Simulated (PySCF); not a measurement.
Species: C5H14BN.
Atom-mapped SMILES: `[CH3:1][N+:2]1([CH3:3])[BH2-:4][CH2:5][CH2:6][CH2:7]1`

Geometry (PBE0-D3(BJ)/def2-SVP, Å), atoms numbered from 1 in this order:
```
atom  x, y, z in Å
C1     1.6359   -0.1622    1.1911
N2     0.5902    0.0366    0.1841
C3     1.1981    0.1339   -1.1515
B4    -0.5435   -1.1735    0.2022
C5    -1.8215   -0.3997   -0.4577
C6    -1.4993    1.1096   -0.3706
C7    -0.2386    1.2337    0.4763
H8     2.1619   -1.1022    0.9790
H9     2.3559    0.6726    1.1797
H10    1.1683   -0.2417    2.1796
H11    1.8546    1.0173   -1.2165
H12    0.4107    0.2049   -1.9104
H13    1.7778   -0.7766   -1.3443
H14   -0.0612   -2.1188   -0.4123
H15   -0.6905   -1.4284    1.3956
H16   -2.7413   -0.6322    0.0999
H17   -2.0223   -0.6853   -1.5028
H18   -2.3037    1.7098    0.0816
H19   -1.3269    1.5491   -1.3666
H20    0.3445    2.1554    0.3055
H21   -0.4885    1.1780    1.5455
```

Definitions: NICS(0) = −σiso at the ring centroid; NICS(1) = −σiso and NICS(1)zz = −σzz at ±1 Å along the ring normal z. Level: GIAO HF/pcSseg-1 (PySCF, non-relativistic, gas phase) on the PBE0-D3(BJ)/def2-SVP geometry, one conformer.

Ring bond lengths (Å): N2–B4 1.658, B4–C5 1.633, C5–C6 1.546, C6–C7 1.524, C7–N2 1.485.

**Question.** Give the NICS values of each ring in ppm.

**Answer.** 
```csv
ring,type,NICS(0),"NICS(1), two faces","NICS(1)zz, two faces",rms pucker (Å),"centre to ring atoms, mean (Å)"
N2–B4–C5–C6–C7,5-membered ring with B and N; formal bonds all single,-6.1,-2.9 / -4.4,-2.9 / -5.8,0.19,1.31
```

**Question.** What do they say, and how far can they be read as aromaticity?

**Answer.** 
- N2–B4–C5–C6–C7: mean NICS(1)zz -4.4 ppm, shielded. N2, B4, C5, C6, C7 have four or more neighbours, and the NICS criterion for π rings isn't applied.

**Question.** What are the shieldings of the ring atoms and their hydrogens in the same run (means over atoms taken as equivalent)?

**Answer.** 
| atoms | environment | σ isotropic (ppm) | principal values of the symmetric part, first atom (ppm) |
| --- | --- | --- | --- |
| N2 | nitrogen bonded to B and 3 C | 220.1 | 201.0, 214.9, 244.5 |
| B4 | four-coordinate boron | 117.4 | 96.2, 111.4, 144.6 |
| C5 | sp3 carbon bound to boron | 183.2 | 164.1, 183.5, 202.0 |
| C6 | ring CH2 carbon | 169.0 | 145.1, 176.1, 185.7 |
| C7 | sp3 carbon bound to nitrogen | 132.5 | 98.4, 126.9, 172.0 |
| H14 (×2) | B–H hydrogen | 29.68 | 26.1, 28.6, 34.1 |
| H16 (×2) | methylene hydrogen | 30.97 | 26.4, 27.3, 38.9 |
| H18 (×2) | methylene hydrogen | 30.19 | 24.9, 27.3, 37.9 |
| H20 (×2) | methylene hydrogen | 29.59 | 25.2, 28.3, 35.8 |

**Question.** How do the values depend on the level or the medium?

**Answer.** 
```json
{"level": "HF/pcSseg-1, gas", "NICS(0), N2–B4–C5–C6–C7": "-6.1", "mean NICS(1)zz, N2–B4–C5–C6–C7": "-4.4"}
{"level": "PBE0/pcSseg-1, gas", "NICS(0), N2–B4–C5–C6–C7": "-5.7", "mean NICS(1)zz, N2–B4–C5–C6–C7": "-4.3"}
```

The geometry is the same throughout.

The run took 11 s of wall time on an Arm Neoverse V2 with one thread (shared host). This is the whole shielding run at HF/pcSseg-1, SCF included.
